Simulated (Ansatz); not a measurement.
Basis-set extrapolation for CH5BFNO (`BNC(O)F`) (PBE0-D4/def2-TZVP geometry, frozen core, Ansatz). Multiplicity 1, RHF reference.

```json
{"": "HF", "def2-TZVPP": "-294.376433", "def2-QZVPP": "-294.389904"}
{"": "MP2 correlation", "def2-TZVPP": "-0.965805", "def2-QZVPP": "-1.041963"}
{"": "CCSD(T) correlation", "def2-TZVPP": "-1.028671", "def2-QZVPP": "not run"}
```

Energies in hartree. Use E(X) = E(∞) + A·exp(−7.88·√X) for Hartree–Fock and E(X) = E(∞) + B·X^(−2.97) for correlation, with X = 3 and 4, and add CCSD(T) minus MP2 of the smaller set to the MP2 limit.

**Question.** What is the CCSD(T) energy at the basis-set limit?

**Answer.** HF limit: -294.389904 + (-0.013471) × 0.13774 = -294.39176. MP2 limit: -1.041963 + (-0.076158) × 0.74074 = -1.09838. Higher-order term: -1.028671 − (-0.965805) = -0.06287. Total: -295.55301 hartree, 4.02 eV below CCSD(T)/def2-TZVPP.
